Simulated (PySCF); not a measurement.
# How ionic is MK along the alkali metals?

PBE0 in PySCF with def2-SVPD on every atom (core potentials on Rb, Cs), for the lowest determinant that a PBE0 search found; no spin–orbit coupling. A negative dipole means M(+)K(−).

```csv
M,state (unpaired electrons),Re (Å),μ (D)
Li,singlet (closed shell),3.427,3.16
Na,singlet (closed shell),3.572,2.83
Rb,singlet (closed shell),4.157,-0.57
Cs,singlet (closed shell),4.387,-1.88
```

Question: Give the ionic character |μ|/(e·Re) of each, with 1 e·Å = 4.803 D, and the positive end.

Answer: KLi 19 % (K positive), KNa 16 % (K positive), KRb 3 % (Rb positive), CsK 9 % (Cs positive). Lone pairs and polarisation enter μ too, so this number is only a rough measure of charge transfer.

Closed-shell solutions of metal pairs were not tested for spin polarisation, which can lower them a little. Spin–orbit coupling is left out.
